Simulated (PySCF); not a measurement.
**Arsenic: a sound run and one with changed settings**

Sound run: As+ [Ar] 3d10 4s2 4p2, As(2+) [Ar] 3d10 4s2 4p1. All numbers are calculated (PySCF 2.14, the spin-free X2C one-electron Hamiltonian (Gaussian nucleus), in x2c-SVPall). In the sound run the correlated levels freeze [Ar] 3d10. The sound run starts from symmetry-adapted Hartree-Fock orbitals and uses a fine grid where one is needed.

Changed run: all electrons correlated in a basis built for the valence shell.

```
species  method  sound run (hartree)  changed run (hartree)  converged
    As+     MP2          -2258.31988            -2258.48022        yes
 As(2+)     MP2          -2257.64876            -2257.80678        yes
```

Ionisation energy of As+:

```json
{"method": "UHF", "sound run (eV)": "18.001", "changed run (eV)": "18.001"}
{"method": "MP2", "sound run (eV)": "18.262", "changed run (eV)": "18.325"}
{"method": "SCS-MP2", "sound run (eV)": "18.195", "changed run (eV)": "18.233"}
```

A valence basis has no tight correlating functions, so it recovers only part of the core correlation, and not evenly between atom and ion.

For comparison, NIST gives 18.589 eV between the lowest levels.
